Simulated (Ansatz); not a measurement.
`C[SiH](N)O` + HCl → `N[SiH](O)Cl` + CH₄  (ligand exchange at the Si–C bond)

Computed with Ansatz on PBE0-D4/def2-TZVP structures; ΔE is electronic, products minus reactants. CCSD(T)/CBS adds triple-zeta CCSD(T) − MP2 to the extrapolated MP2 energy (def2 sets, frozen cores). This one scheme is used for every species. Each species was taken in one conformer, which may not be the lowest.

`C[SiH](N)O`:

Z-matrix (Å, degrees):
```
C
Si 1 1.862
H 1 1.092 2 110.2
H 1 1.094 2 111.2 3 119.4
H 1 1.093 2 111.4 3 -119.9
N 2 1.716 1 106.8 3 175.6
O 2 1.649 1 113.3 3 54.6
H 2 1.487 1 110.5 3 -59.5
H 6 1.006 2 120.4 1 21.4
H 6 1.007 2 121.6 1 170.4
H 7 0.959 2 115.6 1 73.3
```

HCl:

Cartesian coordinates in Å:
```
Cl 0.051 0.603 -0.207
H -0.051 -0.603 0.207
```

`N[SiH](O)Cl`:

```xyz
8

N    -0.721   -0.960    0.126
Si    0.300    0.391    0.283
O     1.302    0.524   -0.997
Cl   -0.984    1.989    0.454
H    -1.655   -0.944    0.499
H    -0.350   -1.893    0.059
H     1.208    0.424    1.444
H     0.900    0.469   -1.867
```

CH₄:

Z-matrix (Å, degrees):
```
C
H 1 1.090
H 1 1.090 2 109.5
H 1 1.090 2 109.5 3 -120.0
H 1 1.090 2 109.5 3 120.0
```

```tsv
species	HF/def2-TZVPP energy (Eh)
`C[SiH](N)O`	-460.37660
HCl	-460.09908
`N[SiH](O)Cl`	-880.30939
CH₄	-40.21433
```

Task: Work out ΔE.

Result: ΔE = (-880.30939) + (-40.21433) − (-460.37660) − (-460.09908) = -0.04804 Eh = -1.31 eV. CCSD(T)/CBS gives -1.20 eV.

Largest T1 diagnostic among the species: 0.010.

In def2-TZVPP, CCSD(T) changes the Hartree–Fock value by +0.14 eV (the triples alone add +0.00 eV) and MP2 by +0.08 eV. Leaving LDA and LC-ωPBE aside and taking each functional with its dispersion term where it has one, the values, not all of them listed here, spread over 0.08 eV, from BHLYP-D4 to revPBE-D4. LDA lies +0.04 eV from PBE without D4. From BLYP to BHLYP (50 % exact exchange), in def2-TZVPP and without D4, ΔE moves by −0.04 eV.
